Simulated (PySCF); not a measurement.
CH4MgS2, SMILES C[S][Mg][SH].

Geometry optimised at PBE0-D3(BJ)/def2-SVP. One conformer was computed; it need not be the lowest.

Method: PBE0-D3(BJ)/def2-SVP run with PySCF.

Frequencies are harmonic and unscaled.

| mode | ν (cm⁻¹) | IR (km/mol) | Raman (Å⁴/amu) | depolarisation | moving atoms (share of kinetic energy) |
|---|---|---|---|---|---|
| 1 | 60 | 2.9 | 0.2 | 0.73 | H 93 % |
| 2 | 70 | 12.1 | 1.7 | 0.62 | C 32 %, Mg 30 %, S 23 %, H 15 % |
| 3 | 78 | 11.8 | 0.3 | 0.74 | H 92 % |
| 4 | 110 | 34.4 | 0.2 | 0.55 | Mg 64 %, S 25 %, H 11 % |
| 5 | 170 | 23.2 | 2.5 | 0.24 | Mg 48 %, S 22 %, C 21 %, H 9 % |
| 6 | 295 | 0.5 | 22.4 | 0.19 | S 95 % |
| 7 | 539 | 4.2 | 0.9 | 0.31 | H 79 %, Mg 16 % |
| 8 | 559 | 92.8 | 0.2 | 0.75 | Mg 59 %, S 26 %, H 14 % |
| 9 | 723 | 7.5 | 11.3 | 0.29 | C 59 %, S 31 %, H 9 % |
| 10 | 954 | 7.4 | 2.6 | 0.75 | H 84 %, C 14 % |
| 11 | 967 | 8.1 | 3.2 | 0.38 | H 83 %, C 15 % |
| 12 | 1335 | 18.7 | 3.8 | 0.73 | H 87 %, C 13 % |
| 13 | 1453 | 7.0 | 11.9 | 0.75 | H 95 % |
| 14 | 1459 | 7.0 | 13.7 | 0.75 | H 95 % |
| 15 | 2703 | 1.5 | 133.6 | 0.28 | H 97 % |
| 16 | 3064 | 28.7 | 134.5 | 0.04 | H 98 % |
| 17 | 3172 | 3.2 | 54.6 | 0.75 | H 90 %, C 10 % |
| 18 | 3176 | 1.1 | 118.5 | 0.63 | H 90 %, C 10 % |
